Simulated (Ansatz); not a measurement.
Ideal-gas functions of BClFH₄NSi, SMILES `NB[SiH](F)Cl` at 600 K and 1 bar, from an Ansatz frequency run at PBE0-D4/def2-TZVP.

Molar mass 111.39 g/mol, point group C1 (symmetry number 1), electronic degeneracy 1, moments of inertia 107.747, 267.157, 328.976 u Å². Harmonic wavenumbers (cm⁻¹, unscaled): 63, 111, 174, 250, 375, 509, 574, 606, 684, 801, 814, 872, 899, 924, 1148, 1377, 1649, 2238, 2619, 3592, 3684.

Use S(trans) = R[1.5 ln M + 2.5 ln T − 1.1517]; rotational temperatures θ = 24.2544 K / I; S(rot) = R[ln(√π/σ · √(T³/θAθBθC)) + 1.5]; for each mode x = 1.438777 ν̃/T, S = R[x/(eˣ − 1) − ln(1 − e⁻ˣ)] and H = RT x/(eˣ − 1); 1 cm⁻¹ = 0.0119627 kJ/mol; R = 8.31446 J/(mol·K).

Problem. By hand: the entropy, in J/(mol·K).

Solution. Translation 182.2. Rotation: θ = 0.2251, 0.0908, 0.0737 K, giving 124.0. Vibration, mode by mode: 24.04, 19.34, 15.64, 12.69, 9.47, 7.15, 6.28, 5.90, 5.07, 4.06, 3.96, 3.55, 3.37, 3.22, 2.11, 1.36, 0.80, 0.25, 0.11, 0.01, 0.01, in all 128.4. Electronic 0.0. Sum 434.6 J/(mol·K).

Problem. By hand: H − E and G − E in kJ/mol, counted from the electronic energy.

Solution. Zero-point energy ½ × 23963 × 0.0119627 = 143.3; thermal vibration 38.4; translation, rotation and pV give 4 RT = 20.0. H − E = 201.7 kJ/mol, and G − E = 201.7 − 600 × 434.6/1000 = -59.1 kJ/mol.

Vibration gives 30 % of the entropy, 43.4 J/(mol·K) of it from the modes under 150 cm⁻¹: soft modes count most, and the harmonic formula is weakest for them. The sum counts one conformer and one mirror image; others add a mixing term.
